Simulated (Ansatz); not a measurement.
CH₂AlNO, SMILES `N#[C][AlH][OH]`. The species carries charge 0 and has multiplicity 1. Geometry: relaxed with PBE0-D4/def2-TZVP. It is one conformer, not always the lowest.

```xyz
6

N     2.687    0.538   -0.512
C     1.579    0.382   -0.230
Al   -0.264    0.185    0.306
O    -1.113   -0.962   -0.582
H    -0.857    1.047    1.474
H    -2.032   -1.190   -0.455
```

**Question.** What is the dipole moment at ωB97M-V/def2-TZVPP? (Estimate.)

**Answer.** Computed: 4.60 D, with components (-4.36, -0.32, 1.42) D in this frame, pointing from negative to positive charge.

**Question.** And with PBE, r2SCAN, B3LYP? (Best estimate.)

**Answer.** The calculation gave: PBE 4.43 D, r2SCAN 4.50 D, B3LYP 4.57 D.

**Question.** Give the Mulliken charges with ωB97M-V, B3LYP, PBE in def2-TZVPP. (Best estimate.)

**Answer.** The calculation gave: 
```csv
atom,ωB97M-V,B3LYP,PBE
N1,-0.03,0.00,0.03
C2,-0.30,-0.31,-0.33
Al3,0.63,0.65,0.56
O4,-0.36,-0.38,-0.34
H5,-0.10,-0.13,-0.11
H6,0.16,0.18,0.18
```

B3LYP here is the variant with VWN-RPA as its local correlation; programs differ in this.
